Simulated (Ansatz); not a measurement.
A run for Ansatz (a program for electronic structure): U-wB97M-V/def2-TZVPP on BHN (SMILES [B]=N), 2S+1 = 2, atoms moved off the minimum.

Ansatz 0.2 input:
```yaml
crystal:
  periodic: [false, false, false]
  atoms:
    - {symbol: B, position_ang: [-0.02160408, -0.06417419, -0.78360084]}
    - {symbol: N, position_ang: [0.13298751, -0.05495965, 0.26398517]}
    - {symbol: H, position_ang: [0.01353566, 0.08526703, 1.38534824]}
basis:
  gaussian:
    orbitals: def2-TZVPP
hamiltonian:
  xc: {name: wB97M-V}
magnetization: {spin_polarized: true, initial_magnetization: 1}
output: {forces: true}
```

Output:

```
WARN ansatz: RAYON_NUM_THREADS=1 ignored (pool sized by the plan → 1); use --threads N
Functional definition: wB97M-V
integrals: 0.01 GiB planned
383 factors; their error is unknown
integrals: 0.05 GiB planned
97 factors; integrals over basis functions are off by at most 3.3e-5 eV
mean field: 0.25 GiB planned
mean field evaluation 1: about -2170.8633 eV, gradient 4.3e1 eV
mean field evaluation 2: about -2169.7596 eV, gradient 4.5e1 eV
mean field evaluation 4: about -2177.7055 eV, gradient 1.2e0 eV
mean field evaluation 8: about -2177.7212 eV, gradient 3.6e-2 eV
mean field evaluation 16: about -2177.7242 eV, gradient 1.5e-4 eV
mean field -2177.72423446 eV, -80.0298895019 hartree, gradient 2.8e-5 eV, S^2 0.756642; 0 other end points of the search recorded, 0 dependent functions left out
the calculation of the forces begins
reference -2177.72426874 eV, -80.0298907617 hartree; 7, 6 occupied and 69, 70 virtual orbitals, 383 factors
Total energy: -2177.72426874 eV, -80.0298907617 hartree
Atom 0 at    -0.021604    -0.064174    -0.783601 Å, force    -3.397286    -0.401051   -25.623462 eV/Å
Atom 1 at     0.132988    -0.054960     0.263985 Å, force     2.536038     1.155127    30.341309 eV/Å
Atom 2 at     0.013536     0.085267     1.385348 Å, force     0.861248    -0.754076    -4.717847 eV/Å
Dipole moment:    -0.060947     0.043829     0.208939 e Å
```

Self-consistency was reached.

Cost: about 3 core-seconds (a rough figure).
